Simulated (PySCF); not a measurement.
This script is equivalent to a calculation on Be (beryllium, neutral).

```python
from pyscf import gto, scf, dft, mp, cc
import basis_set_exchange as bse
mol = gto.M(atom="Be 0 0 0", charge=0, spin=0, symmetry="D2h",
            basis=gto.basis.parse(bse.get_basis("def2-QZVPPD", elements=["Be"], fmt="nwchem")))
mf = dft.UKS(mol, xc="PBE")
mf.irrep_nelec = {'Ag': (2, 2)}
mf.kernel()
```

(1) What total energy does it give?

(2) Which occupied shell lies highest, and where?

Results:

(1) -14.630 hartree (calculated).

(2) 2s, at -5.607 eV.
